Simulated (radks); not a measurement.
Valence configurations of Ce II (all share [Xe]). All-electron calculation, scalar-relativistic Kohn-Sham, PBE, spin-polarised, spherical densities, finite nucleus; open shells are filled with parallel spins first (spin-orbit coupling, left out, can overturn this in heavy ions); Fermi nuclear charge, rms radius 4.8771 fm. Program: a radial shooting solver on a logarithmic mesh with Libxc functionals. Energies are relative to 4f1 5d2; eigenvalues in eV for spin up.

valence          E (eV)  moment (Bohr magnetons)    e(4f)    e(5d)   e(6p)    e(6s)
4f2 5d1          -0.113                        3   -5.035   -6.516       -        -
4f1 5d1.5 6s0.5  -0.081                        3  -10.566   -8.357       -   -8.432
4f1 5d1 6s1      -0.075                        3  -11.630   -9.026       -   -8.934
4f1 5d2           0.000                        3   -9.541   -7.699       -        -
4f1 5d1.5 6p0.5   1.439                        3  -11.097   -8.756  -5.662        -
4f3               2.358                        3   -2.757        -       -        -
5d2 6s1           4.747                        3        -  -10.435       -   -9.462
5d2 6p1           8.170                        3        -  -11.240  -6.575        -
5d1 6s1 6p1       9.622                        3        -  -12.671  -7.328  -11.012
6s1 6p2          15.416                        3        -        -  -8.479  -12.405

NIST lists [Xe] 4f1 5d2 as the ground configuration; this level of theory puts 4f2 5d1 lower, by 0.113 eV. The energies are those of spherical high-spin densities, not of single terms.
